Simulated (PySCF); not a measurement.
A structure optimised at PBE-D3(BJ)/def2-SVP, used in a PySCF frequency run:

```
B
C 1 1.5781
H 2 1.1075 1 115.63
H 2 1.1113 3 108.48 1 125.03
H 2 1.1134 3 107.63 4 113.41
C 1 1.5799 2 121.24 3 171.59
H 6 1.1074 1 115.46 2 174.63
H 6 1.1117 7 108.36 1 124.21
H 6 1.1128 7 107.83 8 113.60
S 1 1.8068 2 122.55 3 -9.01
H 10 1.3643 1 98.81 2 1.43
```

Question: Write its SMILES and formula.

Answer: CB(C)S, C₂H₇BS

Question: What are its rotational constants (standard atomic weights)?

Answer: 7.3190, 4.2795, 2.7946 GHz
